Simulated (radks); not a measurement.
Problem. The mean radii <r> (bohr) of the occupied orbitals of an atom or ion are listed with their occupations. All-electron calculation, scalar-relativistic Kohn-Sham, LB94 model potential, spin-polarised, spherical densities, finite nucleus; Fermi nuclear charge, rms radius of each element as measured or else 0.836 A^(1/3) + 0.57 fm. Program: a radial shooting solver on a logarithmic mesh with Libxc functionals.

orbital  occ.      <r>
1s          2  0.04141
2s          2   0.1830
2p          6   0.1595
3s          2   0.5315
3p          6   0.5410
3d         10   0.5518
4s          2    1.549
4p          6    1.923

Name the element and its charge. Open shells, if any, are filled with parallel spins first.

Solution. Z = 36, krypton, charge 0: Kr in [Kr]. The 1s radius gives Z: for a bare nucleus <r> = (2 gamma + 1)/(2Z) with gamma = sqrt(1 - (Z/c)^2), 0.04069 bohr for Z = 36, and screening makes it slightly larger (0.04141 here). The occupations add up to 36, and the charge is Z minus that.
